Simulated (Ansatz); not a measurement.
AlBGeH$_{4}$ (`[BH]1[AlH][GeH2]1`) from Hartree–Fock to CCSD(T)

Z-matrix (Å, degrees):
```
Al
Ge 1 2.491
B 1 1.999 2 49.1
H 1 1.855 2 41.7 3 -180.0
H 1 1.580 2 142.3 3 -180.0
H 2 1.535 1 148.1 3 -180.0
H 3 1.185 1 149.6 2 180.0
```

Charge 0, multiplicity 1. Correlated methods include outer-core shells of Ge, which these sets cover unevenly. Scalar relativity is left out up to krypton. The structure was optimised at the PBE0-D4/def2-TZVP level. Frozen core, restricted reference, Ansatz 0.2.0.

```tsv
basis	HF (Eh)	MP2 corr.	CCSD corr.	(T)	CCSD(T) total
def2-SVP	?	-0.39127	-0.41732	-0.01743	?
def2-TZVPP	?	-0.44963	-0.47536	?	?
def2-QZVPP	-2344.27011	?	–	–	–
```

**Question.** Fill in the withheld values. (Estimate.)

**Answer.** Ansatz gave: def2-SVP HF (Eh): -2343.84376; def2-SVP CCSD(T) total: -2344.27851; def2-TZVPP HF (Eh): -2344.22045; def2-TZVPP (T): -0.02322; def2-TZVPP CCSD(T) total: -2344.71903; def2-QZVPP MP2 corr.: -0.72623.
